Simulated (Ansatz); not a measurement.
`C#[C][SnH2][C]#C` + `OCS` → `C#CSCO` + `C#[C][SnH3]`  (substitution at a C–Sn bond)

Calculated with Ansatz (gas phase, PBE0-D4/def2-TZVP geometries, no zero-point term in ΔE). CBS: MP2 limit from def2 TZ/QZ plus the TZ coupled-cluster correction, frozen cores. Functionals use def2-TZVPP. Elements past krypton have def2 core potentials. For Sn outer-core shells are correlated without core-valence functions, which leaves a few kJ/mol of doubt a bond. One conformer a species, not always the lowest.

`C#[C][SnH2][C]#C`:

Cartesian coordinates in Å:
```
C -2.623 -0.838 0.504
C -1.422 -0.730 0.531
Sn 0.647 -0.572 0.606
C 1.211 0.917 -0.727
C 1.560 1.777 -1.497
H -3.685 -0.929 0.474
H 1.113 -0.119 2.174
H 1.334 -2.045 0.115
H 1.863 2.538 -2.180
```

`OCS`:

Z-matrix (Å, degrees):
```
C
S 1 1.793
O 1 1.405 2 110.6
H 1 1.095 2 109.2 3 123.4
H 1 1.097 2 104.5 3 -120.8
H 2 1.343 1 96.4 3 -70.0
H 3 0.962 1 108.1 2 177.5
```

`C#CSCO`:

```xyz
9

C     0.221   -1.125    2.187
C    -0.078   -0.194    1.484
S    -0.499    1.142    0.566
C    -0.432    0.442   -1.121
O     0.830    0.070   -1.553
H     0.487   -1.951    2.803
H    -1.062   -0.445   -1.150
H    -0.886    1.234   -1.731
H     1.420    0.827   -1.485
```

`C#[C][SnH3]`:

```xyz
7

C    -0.700   -0.966    1.758
C    -0.303   -0.417    0.760
Sn    0.383    0.529   -0.963
H    -1.051   -1.450    2.640
H    -0.135   -0.379   -2.304
H    -0.276    2.096   -1.001
H     2.082    0.588   -0.890
```

```json
{"level": "r2SCANh-D4", "ΔE (eV)": "0.21"}
{"level": "MP2/def2-SVP", "ΔE (eV)": "0.32"}
```

**Question.** What does CCSD(T)/CBS give? (An estimate is asked.)

**Answer.** Computed: +0.43 eV. The listed levels differ from it by -0.22, -0.11 eV.

**Question.** What do rigid-rotor, harmonic-oscillator terms from PBE0-D4/def2-TZVP frequencies (298.15 K, 1 bar) make of the CCSD(T)/CBS value? (Best estimate.)

**Answer.** Computed: ΔZPE = -0.02 eV, ΔH = +0.40 eV, ΔS = -13 J/(mol·K), ΔG = +0.44 eV.

Largest T1 diagnostic among the species: 0.014.

In def2-TZVPP, CCSD(T) changes the Hartree–Fock value by −0.05 eV (the triples alone add −0.03 eV) and MP2 by −0.08 eV. At CCSD(T), def2-SVP lies −0.11 eV from the extrapolated value and def2-TZVPP −0.01 eV. From PBE to PBE0 (25 % exact exchange), in def2-TZVPP and without D4, ΔE moves by +0.08 eV.
